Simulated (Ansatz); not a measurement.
Ansatz (an electronic-structure program) input (CCSD(T)/cc-pCVTZ): A basis named .json is the Basis Set Exchange file of that set (core-valence sets with the plain set on hydrogen).

Ansatz 0.2 input:
```yaml
crystal:
  periodic: [false, false, false]
  atoms:
    - {symbol: C, position_ang: [0.00000000, 0.00000000, 0.00000000]}
basis:
  gaussian:
    orbitals: cc-pCVTZ.json
magnetization: {spin_polarized: true, initial_magnetization: 2}
correlation: {method: ccsd_t, frozen_orbitals: {C: 0}}
scf: {lower_state_search: full}
```

Output:

```
Functional definition: HF
integrals: 0.01 GiB planned
265 factors; integrals over basis functions are off by at most 1.2e-4 eV
mean field: 0.06 GiB planned
mean field evaluation 1: about -1025.3009 eV, gradient 6.6e0 eV
mean field evaluation 2: about -1025.3013 eV, gradient 6.6e0 eV
mean field evaluation 4: about -1025.6408 eV, gradient 3.2e-1 eV
mean field evaluation 8: about -1025.6419 eV, gradient 3.9e-4 eV
mean field evaluation 16: about -1025.6419 eV, gradient 2.8e-2 eV
mean field evaluation 32: about -1025.6391 eV, gradient 9.5e-1 eV
mean field evaluation 64: about -1018.5895 eV, gradient 6.6e-5 eV
mean field evaluation 96: about -1025.6407 eV, gradient 3.2e-1 eV
mean field -1025.64194045 eV, -37.6916461066 hartree, gradient 1.2e-6 eV, S^2 2.009392; 7 other end points of the search recorded, 0 dependent functions left out
reference -1025.64194045 eV, -37.6916461066 hartree; 4, 2 occupied and 39, 41 virtual orbitals, 265 factors
second order -3.11144730 eV of doubles, -0.00000000 eV of singles
coupled cluster: 0.08 GiB planned
cycle   1  -3.51860666 eV  change   -4.1e-1 eV  update   4.5e-2
cycle   2  -3.68679403 eV  change   -1.7e-1 eV  update   2.0e-2
cycle   3  -3.70009755 eV  change   -1.3e-2 eV  update   5.0e-3
cycle   4  -3.70121253 eV  change   -1.1e-3 eV  update   8.5e-4
cycle   5  -3.70100417 eV  change    2.1e-4 eV  update   1.7e-4
cycle   6  -3.70106276 eV  change   -5.9e-5 eV  update   3.8e-5
cycle   7  -3.70106873 eV  change   -6.0e-6 eV  update   7.6e-6
cycle   8  -3.70106378 eV  change    5.0e-6 eV  update   1.3e-6
perturbative correction -0.06468288 eV, -0.0023770520 hartree
Total energy: -1029.40768711 eV, -37.8300347437 hartree
```
